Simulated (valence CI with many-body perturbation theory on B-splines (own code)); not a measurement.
**Ca¹⁵⁺: electric-dipole lines**

Calculated by configuration interaction combined with many-body perturbation theory (CI+MBPT): three valence electrons over a frozen Dirac-Fock core [He], radial functions for each j: 11 s, 11 p, 9 d, 7 f, 5 g, 2 h, 1 i, with the one-electron correlation potential Σ1, the two-electron term Σ2, the three-electron term Σ3, Breit, model QED; selected CI, second order for the rest (own B-spline code, finite nucleus).

No measured levels were compared; by estimate levels of excited configurations hold to 0.05 to 0.15 % of their energy, terms of the ground configuration to about 0.5 %.

Lines 201 to 248 of 248 in falling wavelength, among levels below 653.57 eV, chosen from the strongest by gf and those to the six lowest levels. Wavelengths and rates use the calculated energies, so an error of 500 cm⁻¹ moves a line at 2.092 nm by 0.01 % and its rate by three times that or more. Electric multipoles are in the length gauge, E1 and E2 with the static RPA response of the core. Weak lines are less certain than strong ones. Lines between different terms over intervals too small for the method are left out, as are lines whose strength nearly cancels. The highest levels of a list are the least certain.

Names give the largest LS component (configuration and term), which can be under half, so a name can repeat, a term be missing and a line seem to break the LS rules; names also repeat where a configuration has a term twice. Letters in brackets count levels of one name in rising energy.

```
λ vac (nm)                 Upper           Lower   A (s⁻¹)  S (a.u.)
     2.092       2s 2p 3p 4D_1/2  2s2 2p 2P°_1/2  4.78e+11  4.32e-03
     2.090        2p2 3p 4P°_3/2   2s 2p2 2D_3/2  4.28e+10  7.72e-04
     2.089        2p2 3p 4P°_1/2   2s 2p2 2D_3/2  1.91e+10  1.72e-04
     2.088       2s 2p 3p 4D_3/2  2s2 2p 2P°_1/2  1.45e+11  2.61e-03
     2.085       2s 2p 3p 4S_3/2  2s2 2p 2P°_3/2  1.89e+11  3.38e-03
     2.083       2s 2p 3p 4P_1/2  2s2 2p 2P°_3/2  1.49e+10  1.33e-04
     2.082   2s 2p 3p 2P_1/2 [a]  2s2 2p 2P°_1/2  1.41e+12  1.26e-02
     2.081   2s 2p 3p 2P_3/2 [a]  2s2 2p 2P°_1/2  5.56e+11  9.89e-03
     2.076       2s 2p 3p 4P_3/2  2s2 2p 2P°_3/2  1.15e+11  2.03e-03
     2.073   2s 2p 3p 2D_3/2 [a]  2s2 2p 2P°_3/2  7.80e+11  1.37e-02
     2.073       2s 2p 3p 4P_5/2  2s2 2p 2P°_3/2  2.52e+11  6.66e-03
     2.069       2s 2p 3p 4S_3/2  2s2 2p 2P°_1/2  2.39e+11  4.18e-03
     2.067       2s 2p 3p 4P_1/2  2s2 2p 2P°_1/2  3.07e+10  2.68e-04
     2.064   2s 2p 3p 2D_5/2 [a]  2s2 2p 2P°_3/2  2.41e+12  6.28e-02
     2.061       2s 2p 3p 4P_3/2  2s2 2p 2P°_1/2  2.07e+11  3.57e-03
     2.058   2s 2p 3p 2D_3/2 [a]  2s2 2p 2P°_1/2  1.52e+12  2.62e-02
     2.053  2s 2p 3d 2F°_7/2 [b]   2s 2p2 4P_5/2  8.07e+09  2.76e-04
     2.051   2s 2p 3p 2S_1/2 [a]  2s2 2p 2P°_3/2  2.05e+12  1.75e-02
     2.036   2s 2p 3p 2S_1/2 [a]  2s2 2p 2P°_1/2  6.84e+11  5.69e-03
     2.018        2p2 3p 4D°_1/2   2s 2p2 4P_3/2  2.13e+11  1.72e-03
     2.018        2p2 3p 4D°_5/2   2s 2p2 4P_5/2  8.23e+10  2.00e-03
     2.017        2p2 3p 2S°_1/2   2s 2p2 4P_1/2  3.90e+11  3.16e-03
     2.016        2p2 3p 4D°_3/2   2s 2p2 4P_3/2  2.73e+11  4.42e-03
     2.015        2p2 3p 4P°_3/2   2s 2p2 4P_5/2  2.69e+11  4.33e-03
     2.012        2p2 3p 4D°_1/2   2s 2p2 4P_1/2  3.72e+11  2.99e-03
     2.010        2p2 3p 4D°_5/2   2s 2p2 4P_3/2  8.09e+11  1.95e-02
     2.010        2p2 3p 4D°_3/2   2s 2p2 4P_1/2  6.01e+11  9.64e-03
     2.007        2p2 3p 4P°_3/2   2s 2p2 4P_3/2  3.43e+11  5.47e-03
     2.006        2p2 3p 4P°_1/2   2s 2p2 4P_3/2  8.44e+11  6.73e-03
     2.001        2p2 3p 4P°_3/2   2s 2p2 4P_1/2  2.43e+11  3.84e-03
     2.000        2p2 3p 4P°_1/2   2s 2p2 4P_1/2  1.26e+11  9.92e-04
     1.991   2s 2p 3p 2P_1/2 [b]  2s2 2p 2P°_3/2  4.30e+11  3.35e-03
     1.991   2s 2p 3p 2D_3/2 [b]  2s2 2p 2P°_3/2  4.27e+11  6.65e-03
     1.989   2s 2p 3p 2D_5/2 [b]  2s2 2p 2P°_3/2  2.53e+11  5.90e-03
     1.987   2s 2p 3p 2P_3/2 [b]  2s2 2p 2P°_3/2  4.13e+11  6.39e-03
     1.977   2s 2p 3p 2P_1/2 [b]  2s2 2p 2P°_1/2  3.75e+11  2.86e-03
     1.977   2s 2p 3p 2S_1/2 [b]  2s2 2p 2P°_3/2  1.64e+11  1.25e-03
     1.976   2s 2p 3p 2D_3/2 [b]  2s2 2p 2P°_1/2  1.20e+10  1.83e-04
     1.973   2s 2p 3p 2P_3/2 [b]  2s2 2p 2P°_1/2  2.05e+11  3.11e-03
     1.963   2s 2p 3p 2S_1/2 [b]  2s2 2p 2P°_1/2  1.21e+11  9.03e-04
     1.959         2p2 3s 4P_3/2  2s2 2p 2P°_3/2  7.39e+09  1.10e-04
     1.950         2p2 3s 4P_1/2  2s2 2p 2P°_1/2  1.75e+10  1.28e-04
     1.938         2p2 3s 2P_1/2  2s2 2p 2P°_3/2  6.82e+10  4.90e-04
     1.932         2p2 3s 2P_3/2  2s2 2p 2P°_3/2  1.11e+11  1.59e-03
     1.925         2p2 3s 2P_1/2  2s2 2p 2P°_1/2  1.37e+11  9.66e-04
     1.919         2p2 3s 2D_5/2  2s2 2p 2P°_3/2  3.79e+10  7.93e-04
     1.918         2p2 3s 2P_3/2  2s2 2p 2P°_1/2  5.41e+10  7.54e-04
     1.917         2p2 3s 2D_3/2  2s2 2p 2P°_3/2  5.05e+10  7.02e-04
```
